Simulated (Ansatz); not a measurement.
CH7FGeSi can be A, `F[CH]([SiH3])[GeH3]`, or B, `[F][GeH2][CH2][SiH3]`.

Isolated molecules relaxed with PBE0-D4/def2-TZVP in Ansatz; ΔE leaves out vibrations. CCSD(T)/CBS is the MP2 limit (def2-TZVPP, def2-QZVPP) plus CCSD(T) − MP2 in def2-TZVPP, frozen cores. Functionals use def2-TZVPP. B3LYP here is the variant with VWN-RPA as its local correlation; programs differ in this. For Ge outer-core shells are correlated without core-valence functions, which leaves a few kJ/mol of doubt a bond. Scalar relativity is left out up to krypton. One conformer a species, not always the lowest.

Problem. Which isomer does CCSD(T)/CBS put lower? Give the gap. (Best estimate.)

Solution. The calculation gave: B, by 193.2 kJ/mol.

Problem. Give E(B) − E(A) in kJ/mol with CCSD/def2-TZVPP, PBE-D4, HF/def2-TZVPP, ωB97M-V, CCSD(T)/def2-TZVPP, B3LYP-D4, B2PLYP. (Estimate.)

Solution. Ansatz gave: CCSD/def2-TZVPP -194.6, PBE-D4 -176.5, HF/def2-TZVPP -200.2, ωB97M-V -188.5, CCSD(T)/def2-TZVPP -193.4, B3LYP-D4 -183.6, B2PLYP -192.5. None reverses the order clearly.

Largest T1 diagnostic: 0.012.

From PBE to PBE0 (25 % exact exchange), in def2-TZVPP and without D4, E(B) − E(A) moves by −8.2 kJ/mol.
